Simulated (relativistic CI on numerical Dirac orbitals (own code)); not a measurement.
## Ligand-field terms of d1

Computed with a parametric ligand-field model of a d^n configuration (Racah B and C, spin-orbit zeta, crystal field), exact diagonalisation.

Field parameters in Wybourne normalisation: Oh B⁴₀ = 21Dq, B⁴₄ = √(5/14) B⁴₀; Td as Oh with Dq negative (B⁴₀ = 21Dq, B⁴₄ = √(5/14) B⁴₀). The field is a parameter set, without covalency.

Q: Lowest levels for B = 330, C = 1670, ζ = 700 cm⁻¹, Td, 10Dq = -3800 cm⁻¹?

A: Γ8 0 (S 0.50), Γ8 3853 (S 0.50), Γ7 4701 (S 0.50) cm⁻¹, with S from ⟨S²⟩ = S(S + 1). The ground level has 0.95 electrons in the cubic e pair.

Q: Lowest levels for B = 560, C = 2490, ζ = 500 cm⁻¹, Oh, 10Dq = 24000 cm⁻¹?

A: Γ8 0 (S 0.50), Γ7 765 (S 0.50), Γ8 24281 (S 0.50) cm⁻¹, with S from ⟨S²⟩ = S(S + 1). The ground level has 0.00 electrons in the cubic e pair.

Q: Lowest levels for B = 490, C = 1720, ζ = 420 cm⁻¹, Oh, 10Dq = 31750 cm⁻¹?

A: Γ8 0 (S 0.50), Γ7 638 (S 0.50), Γ8 31977 (S 0.50) cm⁻¹, with S from ⟨S²⟩ = S(S + 1). The ground level has 0.00 electrons in the cubic e pair.

Q: Lowest levels for B = 880, C = 3880, ζ = 220 cm⁻¹, Oh, 10Dq = 34050 cm⁻¹?

A: Γ8 0 (S 0.50), Γ7 332 (S 0.50), Γ8 34164 (S 0.50) cm⁻¹, with S from ⟨S²⟩ = S(S + 1). The ground level has 0.00 electrons in the cubic e pair.

Q: Lowest levels for B = 440, C = 1830, ζ = 190 cm⁻¹, Oh, 10Dq = 9450 cm⁻¹?

A: Γ8 0 (S 0.50), Γ7 291 (S 0.50), Γ8 9556 (S 0.50) cm⁻¹, with S from ⟨S²⟩ = S(S + 1). The ground level has 0.00 electrons in the cubic e pair.
